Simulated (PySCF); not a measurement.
## How the method changes the constants of BeTl⁻

State: ³Σ⁻ (triplet), unpaired electrons π ↑↑. Set-up: Be def2-SVPD, Tl def2-SVPD with ECP60; scalar-relativistic core potentials (PySCF 2.14). De refers to Be + Tl⁻ in their high-spin ground configurations, without counterpoise correction. The functionals are run spin-unrestricted. A positive dipole points towards Tl; it is taken about the centre of mass and depends on that origin. Levels whose curve was spin-contaminated or gave no clean fit are not listed.

```
 Level  Re (Å)  ωe (cm⁻¹)  De (eV)  μ (D)  CPU s a point (SCF and correlation, without the integrals)
   PBE   2.471        357      n/a   5.86                                                        0.78
r²SCAN   2.444        374      n/a   5.59                                                         1.3
  PBE0   2.467        359      n/a   5.69                                                         1.3
  MN15   2.437        364      n/a   5.10                                                         1.3
```

Spin–orbit coupling is left out, which matters for elements this heavy, above all for dissociation energies. The highest Kohn–Sham level is positive in this anion. Much of that is self-interaction error, but it also means that the finite basis helps to hold the extra electron. The state was picked by a PBE0 search and need not be the measured ground state.

The whole job (state search and all levels along the bond) took about 4 min on 1 thread of Arm Neoverse N1 (shared host), peak memory 0.53 GiB.
